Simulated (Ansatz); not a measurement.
Molecular dynamics of H11C2NO4

Input:

```yaml
accuracy: low
crystal:
  lattice:
    - [6.106434, 0.0, 0.0]
    - [0.0, 6.106434, 0.0]
    - [0.0, 0.0, 6.106434]
  atoms:
    - { symbol: O, position: [0.4287529, 0.3559594, 1.18334145] }
    - { symbol: H, position: [0.58180656, 0.41493416, 1.19932247] }
    - { symbol: H, position: [0.33631703, 0.49922354, 1.17804319] }
    - { symbol: O, position: [0.90285353, 0.30246092, 0.95442781] }
    - { symbol: H, position: [0.96430131, 0.44320339, 0.95866386] }
    - { symbol: H, position: [0.95184593, 0.22208372, 0.82775595] }
    - { symbol: O, position: [0.14385132, 0.66420182, 0.09494367] }
    - { symbol: H, position: [0.11197329, 0.78881448, 0.18991506] }
    - { symbol: H, position: [0.26543902, 0.72915195, -0.01043506] }
    - { symbol: O, position: [0.16578842, 0.03412443, 0.337253] }
    - { symbol: H, position: [0.2795295, 0.15239904, 0.33986086] }
    - { symbol: H, position: [0.04521194, 0.11127625, 0.27407868] }
    - { symbol: C, position: [0.62585603, 0.85559038, 0.45300327] }
    - { symbol: C, position: [0.53133743, 0.8958251, 0.66302595] }
    - { symbol: "N", position: [0.51009136, 0.88969916, 0.84821845] }
    - { symbol: H, position: [0.52042973, 0.77259139, 0.35921171] }
    - { symbol: H, position: [0.67028512, 1.03009715, 0.39416629] }
    - { symbol: H, position: [0.769047, 0.73368422, 0.47884792] }
basis:
  ecutwfc: 420.0
kpoints:
  mp_grid: { grid: [1, 1, 1] }
hamiltonian:
  xc: pbe
  dispersion: d3bj
scf:
  occupations: { method: fermi_dirac, width: 0.05 }
  lower_state_search: "off"
md:
  timestep: 0.5
  n_steps: 400
  ensemble: nve
  temperature: 1000.0
  initial_velocities: maxwell_boltzmann
  seed: 166632
```

Run as:

```bash
$ ansatz run input.yaml --threads 1 --pin off --max-ram 3072MiB --backend cpu --events-out ev --progress --plain --runs-dir out
```

It goes on from the last frame of an earlier run, with new velocities.

Output, in part (step lines):

```
md step     0: t =     0.00 fs  T =  1000.0 K  F+E_penalty+E_count = -3331.01942578 eV  E_kin = 2.197420 eV  conserved = -3328.82200580 eV  (9 SCF iters)
[... lines left out ...]
```

The steps, from the saved trajectory:

```csv
time (fs),T (K),potential energy less start (eV),conserved less start (meV/atom)
0.0,1000,0.000,0.00
6.5,852,0.327,0.18
13.0,966,0.071,-0.25
19.5,906,0.209,0.12
26.0,764,0.520,0.11
32.5,1054,-0.120,-0.06
39.0,810,0.420,0.10
45.5,1167,-0.371,-0.29
52.0,978,0.049,0.02
58.5,797,0.446,0.00
65.0,1148,-0.325,-0.04
71.5,929,0.157,0.01
78.0,808,0.424,0.05
84.5,950,0.113,0.25
91.0,691,0.682,0.11
97.5,987,0.028,0.01
104.0,1080,-0.178,-0.11
110.5,753,0.543,0.05
117.0,944,0.120,-0.22
123.5,807,0.425,0.07
130.0,686,0.693,0.12
136.5,1089,-0.199,-0.11
143.0,927,0.160,-0.03
149.5,974,0.061,0.15
156.0,794,0.455,0.17
162.5,785,0.475,0.15
169.0,943,0.125,-0.02
175.5,775,0.496,0.07
182.0,811,0.415,0.04
188.5,938,0.134,-0.08
195.0,817,0.401,-0.04
```

The run went to its last step. The conserved energy stayed within 0.37 meV per atom of its start (net change 0.11 meV per atom), so the integration is sound. A run of 0.2 ps of so small a system gives no equilibrium averages. Limits of this set-up: coarse k mesh, low accuracy level.

Mean squared displacements from the first frame to the last, about the centre of mass: O 0.90 Å², H 3.15 Å², C 2.22 Å², N 1.23 Å².

Last frame:

```xyz
18
Lattice="6.1064 0.0000 0.0000 0.0000 6.1064 0.0000 0.0000 0.0000 6.1064" Properties=species:S:1:pos:R:3
O 2.642 2.399 8.022
H 1.936 1.784 7.958
H 2.067 3.236 7.802
O 5.102 2.631 5.644
H 5.101 3.598 6.038
H 4.367 2.234 6.045
O 0.835 4.472 0.729
H 0.675 5.423 0.936
H 1.543 4.320 -0.011
O 0.343 1.029 1.180
H -0.379 1.052 1.853
H -0.118 1.468 0.389
C 5.133 4.403 3.266
C 3.913 4.314 4.192
N 2.820 4.553 4.571
H 5.356 5.399 3.146
H 5.881 4.026 3.966
H 5.104 3.618 2.332
```

Time of the run: 7.5 min on 1 thread of Arm Neoverse V1, with other jobs on the host, peak memory 0.34 GiB.
